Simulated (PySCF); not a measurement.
**Excitation energy of Xe²⁺ by level of theory**

Xe²⁺ [Kr] 4d10 5s2 5p4 (3P) → Xe²⁺ [Kr] 4d10 5s1 5p5 (3P), as a difference of total energies. All numbers are calculated (PySCF 2.14, scalar relativity by spin-free X2C-1e, in x2c-TZVPPall (8s6p4d2f, 60 functions)). Correlated levels: valence: [Kr] 4d10 frozen. The calculations carry no spin-orbit coupling.

```csv
method,excitation energy (cm⁻¹)
UHF,113100
MP2 (valence),106060
SCS-MP2 (valence),105090
CCSD (valence),98318
CCSD(T) (valence),96017
```

The coupled-cluster amplitudes are large for the upper state (T1 above 0.03 or a double amplitude above 0.15), so a single reference is strained.
